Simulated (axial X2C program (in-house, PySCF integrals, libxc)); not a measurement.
## BiN: properties at the nuclei

Calculated with an in-house all-electron X2C program for linear molecules (integrals from PySCF): two-component X2C with atomic mean-field Coulomb and Gaunt terms, Gaussian nuclei, basis Bi dyall-cv3z, N dyall-av3z with contracted cores.

R = 1.903 Å (near the PBE0 minimum at charge 0 of the determinant lowest at the starting distance; the state shown can have its own minimum elsewhere).

Input and command:
```json
{"zs": [83, 7], "q": 0, "bas": ["dyall-cv3z", "dyall-av3z"], "r0": 2.01, "levels": ["PBE0", "HF", "TPSSh", "LDA", "PBE50"], "nst": 3}
```
```bash
python soeom.py task.json out
```

Keys: zs atomic numbers; q charge; bas basis sets; r0 starting distance in Å; levels methods; nst determinants followed.

Determinant lowest in the PBE0 search, Ω = 0 (closed shell), highest spinor 63% N p, 28% Bi p, 3% Bi s:

```tsv
level	qzz Bi (a.u.)	qzz N (a.u.)	μ (D)
PBE0	-11.05	-0.54	-4.10
HF	-7.17	-0.79	-3.80
TPSSh	-10.85	-0.56	-3.98
LDA	-10.60	-0.51	-3.81
PBE50	-10.65	-0.58	-4.24
```

qzz is the electric field gradient, eQq0 = 234.96 MHz × Q/barn × qzz; μ is positive if the N end (last atom) is positive. The operators were transformed with the bare-nucleus X2C matrices; with these basis sets, hyperfine constants and field gradients can be off by tens of per cent, and where levels differ in sign neither size nor sign is settled.

Problem. With Q(209Bi) = -0.516 barn, Q(14N) = 0.02044 barn (Q from Pyykkö, Mol. Phys. 2018), turn the PBE0 values of the first state into constants in MHz.

Solution. eQq0(209Bi) = 234.96 × (-0.516) × (-11.05) = 1340 MHz; eQq0(14N) = 234.96 × (0.02044) × (-0.54) = -2.59 MHz.

Each state is one determinant with collinear spin. At HF a later determinant lies lower. The search compared states at one distance, so a state with another bond length can lie lower. Further determinants of the search, some of them spin-mixed, are not shown.
